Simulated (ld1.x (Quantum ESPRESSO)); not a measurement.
Reading a pseudo-wave (Ho (Z = 67))

Columns: radius, all-electron u(r) and pseudo u(r) of the 5p shell (level -26.26 eV) of holmium in the configuration [Kr] 4d10 4f11 5s2 5p6 5d0 6s1.75 6p0.25; PBE, scalar-relativistic, PAW scheme, ld1.x (Quantum ESPRESSO) 7.5.

```csv
r (bohr),all-electron,pseudo
0.210,-0.2266,-0.0216
0.420,0.4659,-0.0828
0.630,0.0896,-0.1735
0.840,-0.4833,-0.2789
1.050,-0.8209,-0.3822
1.260,-0.9304,-0.4679
1.470,-0.8994,-0.5241
1.680,-0.8001,-0.5446
1.890,-0.6778,-0.5295
2.100,-0.5565,-0.4847
2.310,-0.4475,-0.4203
2.520,-0.3548,-0.3478
2.730,-0.2784,-0.2776
2.940,-0.2169,-0.2169
3.150,-0.1681,-0.1681
3.360,-0.1298,-0.1298
3.570,-0.0999,-0.0999
3.780,-0.0767,-0.0767
3.990,-0.0588,-0.0588
4.200,-0.0449,-0.0449
4.410,-0.0343,-0.0343
4.620,-0.0261,-0.0261
4.830,-0.0198,-0.0198
5.040,-0.0150,-0.0150
5.250,-0.0114,-0.0114
5.460,-0.0086,-0.0086
```

(1) How many radial nodes do the two functions have?

(2) At about which radius was the pseudo-wave matched?

(3) Where does each function peak?

(4) Is the pseudo-wave norm-conserving?

Results:

(1) The all-electron 5p function has n − l − 1 = 3 (the table is too coarse to show those close to the nucleus); the pseudo-wave has 0, since the states of the same l below it are removed with the core.

(2) 3.05 bohr, where the columns begin to agree (steps of 0.21 bohr).

(3) Outermost all-electron maximum near 1.26 bohr, pseudo maximum near 1.68 bohr (to the table’s step).

(4) No, it belongs to a PAW set: the norm inside the radius is not constrained, and the difference is carried by the augmentation charge.
